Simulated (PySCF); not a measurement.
Bonding in `C#C[C@](C)(CC(N)=O)[SiH2]C`

C₇H₁₃NOSi.
Numbering: `[CH:1]#[C:2][C@:3]([CH3:4])([CH2:5][C:6]([NH2:7])=[O:8])[SiH2:9][CH3:10]` (hydrogens: H11 on C1; H12, H13, H14 on C4; H15, H16 on C5; H17, H18 on N7; H19, H20 on Si9; H21, H22, H23 on C10)

Structure used (GFN2-xTB), in Å, numbered top down from 1:
```xyz
23
C7H13NOSi angstrom
C      1.1982    2.9318   -0.6309
C      0.6833    1.8503   -0.6320
C      0.0349    0.5570   -0.6180
C     -0.7807    0.3976   -1.9009
C     -0.8982    0.5095    0.5976
C     -1.3720   -0.8995    0.8271
N     -2.6037   -1.0338    1.3595
O     -0.6814   -1.8649    0.5634
Si     1.3915   -0.8254   -0.5482
C      2.1325   -0.9850    1.1895
H      1.6640    3.8715   -0.6421
H     -1.2910   -0.5631   -1.9030
H     -0.1243    0.4382   -2.7665
H     -1.5238    1.1909   -1.9977
H     -0.3447    0.8174    1.4896
H     -1.7451    1.1905    0.4726
H     -2.9539   -1.9570    1.5583
H     -3.1788   -0.2411    1.5798
H      1.0264   -2.0655   -1.2235
H      2.4657   -0.2302   -1.3807
H      1.4669   -1.4932    1.8773
H      3.0512   -1.5583    1.1359
H      2.3784   -0.0107    1.6029
```

Bond orders from the PBE0/pcSseg-1 density (PySCF). One conformer (not necessarily the lowest) at the GFN2-xTB geometry, without solvent, vibrations or thermal averaging.

How far do the computed orders between heavy atoms stray from the drawn ones?

The largest departure is 0.533, at C1–C2 (drawn triple, 2.467). Drawn single, order above 1.12: C6–N7 (1.237). Drawn single, order below 0.88: C3–Si9 (0.763). Drawn double or triple, more than 0.30 short of the drawn order: C1–C2 (2.467).

Give the Mayer order of every bond, beside its length.

```json
{"bond": "C1–C2", "drawn as": "triple", "length (Å)": "1.198", "Mayer order": "2.467"}
{"bond": "C2–C3", "drawn as": "single", "length (Å)": "1.447", "Mayer order": "0.909"}
{"bond": "C3–C4", "drawn as": "single", "length (Å)": "1.529", "Mayer order": "1.040"}
{"bond": "C3–C5", "drawn as": "single", "length (Å)": "1.533", "Mayer order": "0.988"}
{"bond": "C5–C6", "drawn as": "single", "length (Å)": "1.504", "Mayer order": "0.974"}
{"bond": "C6–N7", "drawn as": "single", "length (Å)": "1.349", "Mayer order": "1.237"}
{"bond": "C6–O8", "drawn as": "double", "length (Å)": "1.216", "Mayer order": "1.787"}
{"bond": "C3–Si9", "drawn as": "single", "length (Å)": "1.938", "Mayer order": "0.763"}
{"bond": "Si9–C10", "drawn as": "single", "length (Å)": "1.896", "Mayer order": "0.962"}
{"bond": "C1–H11", "drawn as": "single", "length (Å)": "1.049", "Mayer order": "1.166"}
{"bond": "C4–H12", "drawn as": "single", "length (Å)": "1.088", "Mayer order": "0.952"}
{"bond": "C4–H13", "drawn as": "single", "length (Å)": "1.087", "Mayer order": "0.960"}
{"bond": "C4–H14", "drawn as": "single", "length (Å)": "1.091", "Mayer order": "0.957"}
{"bond": "C5–H15", "drawn as": "single", "length (Å)": "1.094", "Mayer order": "0.918"}
{"bond": "C5–H16", "drawn as": "single", "length (Å)": "1.094", "Mayer order": "0.938"}
{"bond": "N7–H17", "drawn as": "single", "length (Å)": "1.007", "Mayer order": "0.928"}
{"bond": "N7–H18", "drawn as": "single", "length (Å)": "1.004", "Mayer order": "0.935"}
{"bond": "Si9–H19", "drawn as": "single", "length (Å)": "1.458", "Mayer order": "0.943"}
{"bond": "Si9–H20", "drawn as": "single", "length (Å)": "1.484", "Mayer order": "0.923"}
{"bond": "C10–H21", "drawn as": "single", "length (Å)": "1.084", "Mayer order": "0.958"}
{"bond": "C10–H22", "drawn as": "single", "length (Å)": "1.084", "Mayer order": "0.963"}
{"bond": "C10–H23", "drawn as": "single", "length (Å)": "1.086", "Mayer order": "0.951"}
```

Bonds between the same two heavy elements. C–C: lowest C2–C3 (0.909, 1.447 Å), highest C1–C2 (2.467, 1.198 Å); in 4 of the 10 pairs the longer bond (by over 0.003 Å) has the higher order (by 0.02 or more). C–Si: lowest C3–Si9 (0.763, 1.938 Å), highest Si9–C10 (0.962, 1.896 Å).

Sum the orders of all bonds at each heavy atom with more than one neighbour and set the sums beside the valence in the SMILES.

C1 3.633 (drawn 4), C2 3.376 (drawn 4), C3 3.700 (drawn 4), C4 3.909 (drawn 4), C5 3.818 (drawn 4), C6 3.998 (drawn 4), N7 3.100 (drawn 3), Si9 3.591 (drawn 4), C10 3.834 (drawn 4). Orders between atoms that aren't bonded are not in these sums.

The Mayer order sums products of elements of PS (density times overlap matrix) between the two atoms' basis functions, so it depends on the basis set.

The run behind these numbers computed NMR shieldings as well. The run took 88 s wall on Arm Neoverse V1, one thread (shared host), and the process peaked at 1.2 GiB of memory.
